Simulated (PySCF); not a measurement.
Species: Nb(OH)4 (doublet state).
Structure used (PBE0-D3(BJ)/def2-SVP), in Å, numbered top down from 1:
```xyz
9
H4NbO4 angstrom
Nb     0.0029   -0.0008   -0.0002
O     -1.0986    0.0470    1.5506
H     -0.9944   -0.3152    2.4346
O      1.8847   -0.0308   -0.2856
H      2.6108    0.3636    0.2054
O     -0.4106    1.7384   -0.6521
H     -0.5217    2.0930   -1.5383
O     -0.3600   -1.7628   -0.6226
H     -1.1131   -2.1323   -1.0919
```

Method used: PBE0-D3(BJ)/def2-SVP geometry optimisation, gas phase, def2 core potentials past Kr in PySCF.

(1) Which atoms are bound to Nb1, and at what distances?

(2) List the angles at Nb1.

(3) Describe the arrangement about Nb1 in numbers.

(4) What are the other bond lengths?

## Answers

(1) 4 atoms: O2 1.903 Å, O6 1.903 Å, O4 1.904 Å, O8 1.904 Å. The nearest atom not counted as bound is H5, at 2.64 Å (others tie with it).

(2) 
```csv
angle,degrees,distance of the outer atoms (Å)
O2–Nb1–O4,134.0,3.50
O6–Nb1–O8,133.8,3.50
O2–Nb1–O8,100.3,2.92
O4–Nb1–O6,100.2,2.92
O2–Nb1–O6,97.5,2.86
O4–Nb1–O8,97.2,2.86
```

(3) Angles from 97.2° to 134.0°; τ4 = (360° − α − β)/141° = 0.65 with α and β the two widest (0 for a square, 1 for a tetrahedron).

(4) O2–H3 and 3 like bonds 0.961 Å.

Point group: D2 (tolerance 0.08 Å). Charge 0, doublet. ⟨S²⟩ = 0.752 (exact for a doublet: 0.75). Not checked by PBE0-D3(BJ)/def2-SVP frequencies.

Hardware: one thread, x86-64 server, no GPU, shared host. Cost: 4.3 min. That covers the optimisation of the geometry.

Caution for open-shell metal species: one SCF solution and one stationary point were followed, and a lower state or a bent or distorted shape isn't ruled out.
